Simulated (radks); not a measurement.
Values are calculated unless marked as measured or tabulated.
Question: The osmium ion Os+, configuration [Xe] 4f13.5 5d6.5 6s1 (fractional occupations, a model configuration). Code: a radial shooting solver on a logarithmic mesh with Libxc functionals. Model: Dirac Kohn-Sham, PBEsol, spin-unpolarised, spherical densities, finite nucleus; open shells fill j = l - 1/2 first; Fermi nuclear charge, rms radius 5.4126 fm.

Spin-orbit splittings of the eigenvalues, e(l+1/2) - e(l-1/2), with zeta = 2 splitting/(2l+1) and mean radii in bohr:

shell  occ.  splitting (eV)  zeta (eV)  <r> j=l-1/2  <r> j=l+1/2
2p        6            1530       1020      0.06132      0.06951
3p        6               ?          ?       0.1835       0.1986
3d       10           72.28      28.91       0.1735       0.1781
4p        6           78.70      52.47       0.4353       0.4687
4d       10           14.61      5.846       0.4814       0.4926
4f     13.5           2.857     0.8163       0.5462       0.5540
5p        6           12.56      8.372        1.091        1.190
5d      6.5           1.151     0.4603        1.684        1.750

Estimate the 3p splitting.

Answer: 333.6 eV (zeta = 222.4 eV).
